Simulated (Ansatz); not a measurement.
A run for Ansatz (a quantum-chemistry and plane-wave program): R-r2SCAN/def2-TZVPPD on H4OSi (SMILES O[SiH3]) with ghost functions, monomers drawn apart or pushed together. Files ending in .json are basis or fitting sets from the Basis Set Exchange.

Ansatz 0.2 input:
```yaml
crystal:
  periodic: [false, false, false]
  atoms:
    - {symbol: O, position_ang: [0.86850770, 0.31147685, 5.84762957]}
    - {symbol: Si, position_ang: [-0.69615980, 0.17594718, 6.35877618]}
    - {symbol: H, position_ang: [1.03277757, 0.28207788, 4.90162856]}
    - {symbol: H, position_ang: [-1.54548425, 1.26790199, 5.82081972]}
    - {symbol: H, position_ang: [-0.65057300, 0.25607452, 7.83204441]}
    - {symbol: H, position_ang: [-1.29945625, -1.11495913, 5.94282365]}
basis:
  gaussian:
    orbitals: def2-TZVPPD.json
    ghost_atoms:
      - {symbol: C, position_ang: [0.19161950, -0.02034643, 0.48587201]}
      - {symbol: H, position_ang: [-0.76427606, -0.21949003, 0.96821516]}
      - {symbol: H, position_ang: [0.06408628, -0.05296463, -0.59477685]}
      - {symbol: H, position_ang: [0.54676391, 0.97079240, 0.76888363]}
      - {symbol: H, position_ang: [0.91561980, -0.78158282, 0.77782672]}
hamiltonian:
  xc: {name: r2SCAN}
scf: {lower_state_search: off}
```

The log:

```
Functional definition: r2SCAN
[...]
these checks for a lower state are left out or cut short: stability, starts, cluster_reference, orbital_swaps, neighbouring_geometries, increment
integrals: 0.14 GiB planned
1089 factors; their error is unknown
mean field: 1.09 GiB planned
mean field evaluation 1: about -9985.1617 eV, gradient 5.6e1 eV
mean field evaluation 2: about -9966.5293 eV, gradient 1.1e2 eV
mean field evaluation 4: about -9990.1769 eV, gradient 2.3e0 eV
mean field evaluation 8: about -9990.1871 eV, gradient 2.1e-2 eV
mean field evaluation 16: about -9990.1708 eV, gradient 7.7e-6 eV
mean field -9990.17076428 eV, -367.1320040065 hartree, gradient 7.8e-6 eV, S^2 0.000000; 0 other end points of the search recorded, 0 dependent functions left out
reference -9990.17077867 eV, -367.1320045352 hartree; 13, 13 occupied and 248, 248 virtual orbitals, 1089 factors
Total energy: -9990.17077867 eV, -367.1320045352 hartree
Checks for a lower state left out: stability, starts, cluster_reference, orbital_swaps, neighbouring_geometries, increment
```

The run converged.

Cost: very roughly 5 core-seconds.
